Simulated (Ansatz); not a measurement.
Reactions of C$_{5}$H$_{10}$, SMILES `CC=C(C)C`.

Gas-phase electronic energies from Ansatz, PBE0-D4/def2-TZVP geometries. CCSD(T)/CBS is the MP2 limit (def2-TZVPP, def2-QZVPP) plus CCSD(T) − MP2 in def2-TZVPP, frozen cores. This one scheme is used for every species. Triplets are unrestricted, without spin–orbit coupling. For Br outer-core shells are correlated without core-valence functions, which leaves a few kJ/mol of doubt a bond. Scalar relativity is left out up to krypton. Each species was taken in one conformer, which may not be the lowest.

(1) Order these by ΔE at CCSD(T)/CBS, lowest first. (Estimate.)
A. `CC=C(C)C` + HBr → `CC(C)=CBr` + CH₄
B. `CC=C(C)C` + H–F → `CC(C)=CF` + CH₄
C. `CC=C(C)C` → `C=CCCC`
D. `CC=C(C)C` → `C=C(C)C` + `[CH2]` (triplet)

Largest T1 diagnostic: 0.011, for `[CH2]` (triplet).

Results:

(1) A (+2.3 kJ/mol), C (+16.6 kJ/mol), B (+35.3 kJ/mol), D (+438.3 kJ/mol).
